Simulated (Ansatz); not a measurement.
C2H10BNSi can be A, `CB(C)N[SiH3]`, or B, `CB(C)[SiH2]N`.

Isolated molecules relaxed with PBE0-D4/def2-TZVP in Ansatz; ΔE leaves out vibrations. CBS: MP2 limit from def2 TZ/QZ plus the TZ coupled-cluster correction, frozen cores. Functionals use def2-TZVPP. B3LYP here is the variant with VWN-RPA as its local correlation; programs differ in this. One conformer a species, not always the lowest.

**Question.** Which is lower in electronic energy at CCSD(T)/CBS, and by how much? (Estimate.)

**Answer.** Ansatz gave: A, by 158.8 kJ/mol.

**Question.** Give E(B) − E(A) in kJ/mol with CCSD(T)/def2-SVP, CCSD/def2-TZVPP, PBE0-D4, PBE-D4, B3LYP, B3LYP-D4, MP2/def2-TZVPP. (Best estimate.)

**Answer.** Computed: CCSD(T)/def2-SVP 178.3, CCSD/def2-TZVPP 161.3, PBE0-D4 151.0, PBE-D4 146.7, B3LYP 156.4, B3LYP-D4 158.4, MP2/def2-TZVPP 166.8. None reverses the order clearly.

**Question.** Does the order hold for the free energy at 298.15 K (harmonic terms from PBE0-D4)? (Best estimate.)

**Answer.** The calculation gave: Yes: G(B) − G(A) = +152.5 kJ/mol, for one conformer each. Modes under 60 cm⁻¹, often nearly free rotors, make the harmonic entropy too high.

Largest T1 diagnostic: 0.011.

Leaving LDA and LC-ωPBE aside and taking each functional with its dispersion term where it has one, the values, not all of them listed here, spread over 16.5 kJ/mol, from PBE-D4 to BHLYP-D4. LDA lies +10.7 kJ/mol from PBE without D4. From BLYP to BHLYP (50 % exact exchange), in def2-TZVPP and without D4, E(B) − E(A) moves by +10.4 kJ/mol.
